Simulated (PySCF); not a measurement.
Ligands exchanged one at a time, Sn NH2-OCH3. All species are isolated molecules in the gas phase. One relaxed conformer stands for each flexible species; it need not be the lowest. Strings in code marks are SMILES. In the def2 sets, heavy atoms carry core potentials. All members: neutral, multiplicity 1. Level: B3LYP-D3(BJ)/def2-TZVP // PBE0-D4/def2-SVP (PySCF), beside PBE-D3(BJ)/def2-TZVP // PBE0-D4/def2-SVP (PySCF) at the same geometries. B3LYP has the VWN-RPA correlation part, as in Gaussian. 

| species | HOMO–LUMO gap, PBE (eV) | HOMO–LUMO gap, B3LYP-D3(BJ) (eV) |
|---|---|---|
| `C[O][Sn]([O]C)([O]C)[O]C` | 3.69 | 5.74 |
| `C[O][Sn]([NH2])([O]C)[O]C` | 3.88 | withheld |
| `C[O][Sn]([NH2])([NH2])[O]C` | 4.09 | 6.02 |
| `C[O][Sn]([NH2])([NH2])[NH2]` | 4.19 | 6.09 |
| `[NH2][Sn]([NH2])([NH2])[NH2]` | 4.40 | 6.14 |

Fit y = a + b·x, y being the HOMO–LUMO gap at the first level, to the 4 complete rows by least squares, with x = the PBE value in eV. Give a, b and the rms residual, and predict the withheld value.

Means of the 4 rows: x̄ = 4.0925, ȳ = 5.9975 eV. Σ(x − x̄)² = 0.26608 and Σ(x − x̄)(y − ȳ) = 0.15642, so b = 0.588 and a = ȳ − b·x̄ = 3.591 eV. The rms residual is 0.030 eV. At x = 3.88 the line gives 5.87 eV. The run for `C[O][Sn]([NH2])([O]C)[O]C` gave 5.88 eV, so the line is off by 0.01 eV, within twice the rms residual.

Codes: PySCF.
